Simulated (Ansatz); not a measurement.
A CCSD(T) single point on C2H5BO2, SMILES `OC1(O)BC1`.

```yaml
crystal:
  periodic: [false, false, false]
  atoms:
    - {symbol: O, position_ang: [-0.841282, -0.581748, -1.312217]}
    - {symbol: C, position_ang: [0.069755, -0.216214, -0.340977]}
    - {symbol: O, position_ang: [1.379456, -0.036377, -0.797033]}
    - {symbol: B, position_ang: [-0.054459, -0.632887, 1.134400]}
    - {symbol: C, position_ang: [-0.316076, 0.817525, 0.700891]}
    - {symbol: H, position_ang: [-0.957593, 0.169777, -1.907148]}
    - {symbol: H, position_ang: [1.704988, -0.895966, -1.085336]}
    - {symbol: H, position_ang: [0.099839, -1.418234, 2.007033]}
    - {symbol: H, position_ang: [-1.363435, 1.112035, 0.656424]}
    - {symbol: H, position_ang: [0.361805, 1.630989, 0.946963]}
basis:
  gaussian: {orbitals: def2-TZVPP}
correlation: {method: ccsd_t}
output: {orbitals: {seedname: orbitals}}
```

```sh
$ ansatz run in.yaml --threads 4 --pin off --events-out ev --progress --plain
```

Output of Ansatz, abridged:

```
Functional definition: HF
1379 factors; integrals over basis functions are off by at most 9.1e-4 eV
mean field evaluation 1: about -6881.9944 eV, gradient 4.4e1 eV
mean field evaluation 2: about -6882.2507 eV, gradient 4.4e1 eV
mean field evaluation 4: about -6886.6106 eV, gradient 4.2e0 eV
mean field evaluation 8: about -6886.6826 eV, gradient 3.3e-1 eV
mean field -6886.68311517 eV, -253.0809365210 hartree, gradient 4.5e-6 eV, S^2 0.000000; 0 other end points of the search recorded, 0 dependent functions left out
5 core orbitals not correlated: weight in the atoms' cores, before any rotation towards them, 1.000 or more for the frozen orbitals, at most 0.000 for the correlated occupied ones
reference -6886.68311517 eV, -253.0809365210 hartree; 14, 14 occupied and 206, 206 virtual orbitals, 1379 factors
second order -24.50599675 eV of doubles, -0.00000000 eV of singles
cycle   1  -24.56981577 eV  change   -6.4e-2 eV  update   1.0e-1
cycle   2  -25.13049050 eV  change   -5.6e-1 eV  update   2.9e-2
cycle   3  -25.25519460 eV  change   -1.2e-1 eV  update   1.7e-2
cycle   4  -25.24427635 eV  change    1.1e-2 eV  update   5.2e-3
cycle   5  -25.24165603 eV  change    2.6e-3 eV  update   3.6e-3
cycle   6  -25.24397434 eV  change   -2.3e-3 eV  update   1.7e-3
cycle   7  -25.24346299 eV  change    5.1e-4 eV  update   8.1e-4
cycle   8  -25.24324288 eV  change    2.2e-4 eV  update   3.4e-4
cycle   9  -25.24348639 eV  change   -2.4e-4 eV  update   1.7e-4
cycle  10  -25.24347766 eV  change    8.7e-6 eV  update   6.9e-5
cycle  11  -25.24348332 eV  change   -5.7e-6 eV  update   3.4e-5
cycle  12  -25.24351451 eV  change   -3.1e-5 eV  update   1.4e-5
cycle  13  -25.24351158 eV  change    2.9e-6 eV  update   6.6e-6
perturbative correction -1.00908825 eV, -0.0370833093 hartree
Total energy: -6912.93571500 eV, -254.0457017702 hartree
```

Hardware: 4 threads of a server CPU on a shared host. Wall time 55 s, peak host memory 4 GiB.

MP2 recovers 93.3 % of the CCSD(T) correlation energy and the triples give 3.8 %; T1 = 0.0130.
